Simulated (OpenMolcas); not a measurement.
**Ru3+: moving or changing the point charges**

Ru3+ among 4 point charges of -2 e arranged as a tetrahedron (Td), 2.07 Å from the ion.
```
   1.1951    1.1951    1.1951  -2.00
   1.1951   -1.1951   -1.1951  -2.00
  -1.1951    1.1951   -1.1951  -2.00
  -1.1951   -1.1951    1.1951  -2.00
```

| Quantity | Value |
| --- | --- |
| Program | OpenMolcas |
| Method | CASSCF |
| Basis | ANO-RCC-VTZP [7s6p4d2f1g] |
| Scalar Hamiltonian | DKH2, point nucleus |
| Active space | 5 electrons in 5 orbitals (4d) |
| State averaging | 2S+1 = 6 even, 1 root; 2S+1 = 4 even, 24 roots; 2S+1 = 2 even, 75 roots |
| Spin-orbit coupling | RASSI with atomic mean-field integrals over the reference wave functions |

Runs around this geometry, states (labels of Td). Energies in cm-1 above the lowest state or level, χT in cm3 K/mol; 10Dq and B are least-squares fits to the states below 45000 cm-1, weighted by degeneracy, with a free offset, and given where the rms deviation is under 5 % of |10Dq| (or 100 cm-1) and under 700 cm-1; 10Dq is negative for this site.

| R (Å) | q (e) | Ground state | 10Dq | B (rms of fit) | First gap with spin-orbit (degeneracies) | χT at 300 K | First state of another spin |
| --- | --- | --- | --- | --- | --- | --- | --- |
| 2.07 | -1 | 6A1 | -1639 | 915 (27) | 27007 (6, 4) | 4.375 | 4T1 27199 |
| 1.96 | -2 | 6A1 | -3353 | 899 (64) | 25541 (6, 4) | 4.375 | 4T1 25744 |
| 2.07 | -2 | 6A1 | -2733 | 906 (47) | 26151 (6, 4) | 4.375 | 4T1 26349 |
| 2.18 | -2 | 6A1 | -2231 | 910 (38) | 26580 (6, 4) | 4.375 | 4T1 26775 |

Taking |10Dq| as R^-n, n = -ln(2231 / 3353) / ln(2.18 / 1.96) = 3.8 between the shortest and longest distance. The point-charge formula for a cubic d site gives n = 5.

Scaling the charges by -1 / -2 = 0.50 scales |10Dq| by 1639 / 2733 = 0.60; with fixed orbitals a first-order splitting would follow the charge.

Without dynamic correlation the repulsion within the d shell is too large (B by tens of per cent), so at a given field states of lower spin stand too high. Point charges give a weaker field than real ligands, and real ions of this kind are as a rule low spin; the high spin found here belongs to the model. Point charges carry no covalency, so the field is a model and not that of real ligands. No measured value stands beside these numbers.
